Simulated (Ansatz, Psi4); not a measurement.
## B2O2 (diboron dioxide): from total energies to a heat of formation

B2O2 has 4 atoms, charge 0, and is taken as a singlet. SMILES: `O=BB=O`. The coordinates come from a PBE0-D4/def2-TZVP relaxation.

```xyz
4

O    -0.7431    0.4598    1.8176
B    -0.3023    0.1871    0.7391
B     0.3021   -0.1869   -0.7392
O     0.7432   -0.4599   -1.8175
```

Total energies at HSE06/aug-cc-pVDZ (Psi4 1.11); the atoms run unrestricted:

```
species    state  energy (Eh)
   B2O2  singlet  -200.044989
      O  triplet   -75.007602
      B  doublet   -24.619731
```

Harmonic wavenumbers at PBE0-D4/def2-TZVP, in cm⁻¹: 214, 214, 498, 498, 613, 1985, 2158.

Measured heats of formation of the gaseous atoms at 298.15 K, in kJ/mol: O 249.2, B 570.3. Spin-orbit lowering of the atoms at 298 K (mean of the ground term's levels less their thermal mean, from spectra), in kJ/mol: O 0.40, B 0.00. Take 1 Eh = 2625.50 kJ/mol, 1 cm⁻¹ = 0.0119627 kJ/mol, RT = 2.479 kJ/mol.

Problem. Work out the heat of formation of the gas at 298 K.

Solution. 
1. Electronic atomisation energy: 2 × (-75.007602) + 2 × (-24.619731) − (-200.044989) = 0.790323 Eh = 2075.0 kJ/mol.
2. Zero-point energy: half the sum of the wavenumbers, 3090 cm⁻¹ = 37.0 kJ/mol.
3. Thermal vibrational enthalpy, Σ hcν̃/(exp(hcν̃/kT) − 1): 4.4 kJ/mol. Translation, rotation and pV of a linear molecule: 3.5 RT = 8.7 kJ/mol.
4. The 4 free atoms carry 5/2 RT each: 24.8 kJ/mol.
5. Spin-orbit coupling lowers the free atoms by 2 × 0.40 + 2 × 0.00 = 0.8 kJ/mol.
6. Atomisation enthalpy at 298 K: 2075.0 − 0.8 − 37.0 − 4.4 − 8.7 + 24.8 = 2048.9 kJ/mol.
7. Sum of the atoms' heats of formation: 1639.0 kJ/mol. Heat of formation: 1639.0 − 2048.9 = -409.9 kJ/mol.

The tabulated value is -456.1 kJ/mol (NIST-JANAF tables; in doubt, as an older value, an estimate or one at odds with other calculations), so this level is off by +46.2 kJ/mol, or 2.2 % of the atomisation enthalpy that the table implies (2095.1 kJ/mol). Anharmonicity and any spin-orbit splitting of the molecule are left out.
